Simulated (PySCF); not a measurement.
Cl₄Ge, charge -1, multiplicity 2. Atoms are numbered in the order given.

```xyz
5

Ge     0.0000     0.0000     0.2116
Cl     0.0000     2.2395     1.0183
Cl    -1.7453     0.0000    -1.2175
Cl     0.0000    -2.2395     1.0183
Cl     1.7453     0.0000    -1.2175
```
Charge -1, spin multiplicity 2.

Coordinates come from a PBE0-D3(BJ)/def2-SVPD optimisation.

Method: PySCF with M06-2X/def2-SVPD.

Mulliken values depend strongly on the basis, most of all with diffuse functions as here. ESP charges are fitted to the potential on shells at 1.4 to 2.0 van der Waals radii. Atomic charges (e):

```json
[
 {"atom": "Ge1", "Mulliken": "1.45", "ESP fit": "0.45", "Mulliken spin": "0.55"},
 {"atom": "Cl2", "Mulliken": "-0.63", "ESP fit": "-0.43", "Mulliken spin": "0.17"},
 {"atom": "Cl3", "Mulliken": "-0.59", "ESP fit": "-0.30", "Mulliken spin": "0.06"},
 {"atom": "Cl4", "Mulliken": "-0.63", "ESP fit": "-0.43", "Mulliken spin": "0.17"},
 {"atom": "Cl5", "Mulliken": "-0.59", "ESP fit": "-0.30", "Mulliken spin": "0.06"}
]
```
